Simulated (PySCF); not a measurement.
Kr⁺: ionisation energy

Kr⁺ [Ar] 3d10 4s2 4p5 (2P) → Kr²⁺ [Ar] 3d10 4s2 4p4 (3P), as a difference of total energies. All numbers are calculated (PySCF 2.14, scalar relativity through the core potential, in aug-cc-pwCVTZ-PP with ECP10MDF (8s7p6d4f1g, 96 functions)). Correlated levels: valence: 3s2 3p6 3d10 frozen. The calculations carry no spin-orbit coupling.

```json
{"method": "UHF", "ionisation energy (eV)": "23.235"}
{"method": "MP2 (valence)", "ionisation energy (eV)": "24.103"}
{"method": "SCS-MP2 (valence)", "ionisation energy (eV)": "24.105"}
{"method": "CCSD (valence)", "ionisation energy (eV)": "24.105"}
{"method": "CCSD(T) (valence)", "ionisation energy (eV)": "24.140"}
```

Q: How much does correlation contribute at CCSD(T) (valence)?

A: 24.140 − (23.235) = 0.905 eV, measured against UHF.

The reference lies between the lowest fine-structure levels, while these numbers refer to the centres of the terms.

Errors of the correlated levels include the incompleteness of this basis and the frozen core.

For comparison: 24.360 eV (measured; NIST Atomic Spectra Database, ionization energies).
